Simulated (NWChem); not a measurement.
System: TiO$_{2}$; SMILES [O]=[Ti]=[O]

```xyz
3

Ti     0.0000     0.0000     0.3888
O      1.3256     0.0000    -0.5346
O     -1.3256     0.0000    -0.5346
```
Atoms are numbered in this order, from 1.

Program: NWChem. Pople sets run with spherical d functions. Coordinates come from a PBE0/def2-SVP optimisation. Vertical excitations in the gas phase; the lowest state need not have the same character in each row.

For level Hartree-Fock/6-31G*, CIS:

```yaml
lowest excitation, singlet (eV): 4.32
orbital gap (eV): 9.85
```

### Question
What are these values for level LDA (Slater exchange, VWN5)/6-31G*, TDA?

### Answer
| Quantity | Value |
|---|---|
| lowest excitation, singlet (eV) | 2.11 |
| orbital gap (eV) | 2.04 |
